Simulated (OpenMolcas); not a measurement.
An OpenMolcas run meant for Cu I (ANO-R2, X2C; inactive shells 1s 2s 2p 3s 3p; intended active space 11 electrons in 6 orbitals (3d 4s)). One step of its input:

```
&CASPT2
Multistate=6 1 2 3 4 5 6
Frozen=2 3
IPEA=0.25
Imaginary=0.1
MaxIter=60
WThr=0.0 0.3 0.05
PrWF=0.5
NoMix
Deleted=15 11
```

The run finished. Its levels beside those of a sound run (SS-CASPT2, IPEA 0.25 Eh, imaginary shift 0.1 Eh (closed shells correlated: 3s 3p)), in eV above each run's lowest level:

```
         Level  This run  Usual run
3d¹⁰ 4s ²S_1/2    0.0000     0.0000
3d⁹ 4s² ²D_5/2    0.9571     1.6928
3d⁹ 4s² ²D_3/2    1.2049     1.9406
```

Question: Which setting is unsound, and how much does it matter here?

Answer: Nearly half of the orbitals are deleted from the virtual space, which removes much of the correlation energy. Against the sound run the excited levels shown move by 5900 cm-1 on average and by 5900 cm-1 at most.

CASPT2 breaks the degeneracy within a term, and the mean is taken; among the terms shown or strongly mixed into the levels shown the widest spread is 3500 cm-1 (3d⁹ 4s² ²D, this run). Over all roots computed the reference weight is 0.80 to 0.90 in the sound run, 0.83 to 0.93 in this run; the roots of lowest weight are the least certain, and an intruder state may touch them. A single d shell beside an s shell can misplace configurations of different d count against each other. Levels of configurations outside the active space are missing.
